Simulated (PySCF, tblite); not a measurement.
Isomers of C6H11FOSi2, one GFN2-xTB conformer each. Single-point energies are computed at PBE0/pcSseg-1 (PySCF, gas phase, no added dispersion term), electronic only.

**Question.** Rank them by PBE0/pcSseg-1 energy, lowest first (kJ/mol).
A. `[CH3:1][SiH2:2][C@H:3]([F:4])[C:5]#[C:6][SiH2:7][C:8]([CH3:9])=[O:10]` with C1–Si2–C3–F4 66°, C6–Si7–C8–C9 43°
B. `[CH:1]#[C:2][CH2:3][CH2:4][O:5][Si:6]1([F:7])[CH2:8][SiH2:9][CH2:10]1` with C2–C3–C4–O5 -178°, C3–C4–O5–Si6 -167°, C4–O5–Si6–F7 48°

**Answer.** B (0.0), A (303.4).

As drawn, the lower has a four-membered ring, an Si–O bond and an Si–F bond, which the higher lacks; the higher has a C=O bond, which the lower lacks. GFN2-xTB itself gives, in the same order: 0.0, 259.1. Both levels put the same isomer lowest.

**Question.** Which frontier levels, dipoles and rotational constants go with these structures?

**Answer.** 
| SMILES | HOMO (eV, PBE0/pcSseg-1) | LUMO (eV) | dipole (D) | A, B, C (MHz) |
| --- | --- | --- | --- | --- |
| C#CCCO[Si]1(F)C[SiH2]C1 | -7.95 | 0.48 | 1.21 | 2618, 381.3, 369.9 |
| C[SiH2][C@H](F)C#C[SiH2]C(C)=O | -6.84 | -1.20 | 2.48 | 1543, 394.0, 388.5 |

**Question.** What happens when harmonic zero-point energies from GFN2-xTB frequencies are added?

**Answer.** 
| SMILES | ZPE (kJ/mol) | electronic (kJ/mol) | with ZPE (kJ/mol) |
| --- | --- | --- | --- |
| C#CCCO[Si]1(F)C[SiH2]C1 | 396.0 | 0.0 | 0.0 |
| C[SiH2][C@H](F)C#C[SiH2]C(C)=O | 375.4 | 303.4 | 282.7 |

The zero-point energies span 20.6 kJ/mol. The order is unchanged.
